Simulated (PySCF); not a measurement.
C6H11F.
Cartesian coordinates in Å at the PBE0-D3(BJ)/def2-SVP level; atoms count from 1:
```
atom  x, y, z in Å
C1     2.649   -1.097   -1.004
C2     2.081   -0.241    0.125
C3     0.848    0.507   -0.274
C4    -0.353    0.379    0.297
C5    -1.585    1.117   -0.118
C6    -2.745    0.197   -0.441
F7    -3.076   -0.550    0.666
H8     3.574   -1.607   -0.693
H9     2.887   -0.485   -1.888
H10    1.926   -1.865   -1.319
H11    2.852    0.481    0.449
H12    1.859   -0.870    1.003
H13    0.959    1.206   -1.116
H14   -0.475   -0.320    1.134
H15   -1.911    1.794    0.693
H16   -1.380    1.749   -0.998
H17   -2.479   -0.496   -1.258
H18   -3.634    0.776   -0.746
```

Level: B3LYP/def2-SVPD in PySCF, non-relativistic, on one gas-phase PBE0-D3(BJ)/def2-SVP geometry that isn't relaxed in the solvent. The solvent is an IEF-PCM continuum (van der Waals radii × 1.2), and excitations are vertical TDDFT with non-equilibrium linear response and a frozen core. Specific hydrogen bonds and non-electrostatic terms are outside this model.

| run | E − E(gas) (kcal/mol) | HOMO (eV) | HOMO–LUMO gap (eV) | dipole (D) | lowest singlet (eV) | static polarisability (au) |
| --- | --- | --- | --- | --- | --- | --- |
| gas | 0.00 | -6.94 | 6.92 | 1.81 | 6.63 | 79.0 |
| P | -3.08 | -6.84 | 6.94 | 2.33 | 6.63 | 103.4 |
| Q | -2.77 | -6.84 | 6.94 | 2.26 | 6.61 | 100.3 |

**Question.** The runs were made in acetone and dichloromethane. Which run belongs to which solvent?

**Answer.** P = acetone, Q = dichloromethane. The dielectric constants are 8.93 (dichloromethane), 20.49 (acetone), and the energy falls further as ε rises. The optical constants n² used for the excitations are 2.03, 1.85 in the same order. In this model the ground state sees the solvent through ε alone.

**Question.** How constant is the ratio of the lowering to (ε − 1)/(2ε + 1)?

**Answer.** 
| solvent | (ε − 1)/(2ε + 1) | E − E(gas) (kcal/mol) | ratio (kcal/mol) | polarisation term (kcal/mol) |
| --- | --- | --- | --- | --- |
| dichloromethane | 0.420 | -2.77 | -6.6 | -3.11 |
| acetone | 0.464 | -3.08 | -6.6 | -3.52 |

The ratio changes by +0.9 % in size from dichloromethane to acetone. The polarisation term is half the interaction of the solute with the induced surface charges.

The run took 96 s of wall time on one thread of an Intel Xeon at 2.50 GHz, shared host with 64 logical CPUs at a one-minute load of 60, and the process peaked at 1.1 GiB of memory. This is the whole response run at B3LYP/def2-SVPD in acetone, SCF included.
